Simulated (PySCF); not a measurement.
# How methods differ on the excitation energy of Mn

Mn [Ar] 3d5 4s2 (6S) → Mn [Ar] 3d7 (4F), as a difference of total energies. Calculation: PySCF 2.14, in ANO-RCC-VTZP (6s5p3d2f1g, 59 functions); the spin-free X2C one-electron Hamiltonian (Gaussian nucleus). Correlated levels: valence: [Ar] frozen. The calculations carry no spin-orbit coupling.

```csv
method,excitation energy (cm⁻¹)
UHF,74822
MP2 (valence),47756
SCS-MP2 (valence),45453
CCSD (valence),55336
CCSD(T) (valence),52985
```

A first-order spin-orbit estimate (lowest level to lowest level, LS coupling) adds -0.056 eV.
